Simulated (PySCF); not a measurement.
BClH4N2. Atoms are numbered in the order given.

```xyz
8

B      0.0000     0.0000     0.4472
Cl     0.0000     0.0000    -1.3584
N      0.0000    -1.2544     1.1039
H      0.0000    -1.3658     2.1160
H      0.0000    -2.1291     0.5850
N      0.0000     1.2544     1.1039
H      0.0000     1.3658     2.1160
H      0.0000     2.1291     0.5850
```
Charge 0, spin multiplicity 1.

Geometry: PBE-D3(BJ)/def2-SVP. Other conformers were not sampled.

These are PBE0/def2-TZVPD (PySCF) values and carry that method's errors.

Mulliken values depend strongly on the basis, most of all with diffuse functions as here. Atomic charges (e):

```
atom  Mulliken  meta-Löwdin
----  --------  -----------
B1        0.34          [?]
Cl2      -0.36          [?]
N3       -0.31          [?]
H4        0.16          [?]
H5        0.16          [?]
N6       -0.31          [?]
H7        0.16          [?]
H8        0.16          [?]
```

Task: Complete the blanks. (An estimate is asked for; the answer gives what the named calculation found.)

Result: 
- B1, meta-Löwdin: 0.20
- Cl2, meta-Löwdin: -0.18
- N3, meta-Löwdin: -0.50
- H4, meta-Löwdin: 0.24
- H5, meta-Löwdin: 0.25
- N6, meta-Löwdin: -0.50
- H7, meta-Löwdin: 0.24
- H8, meta-Löwdin: 0.25
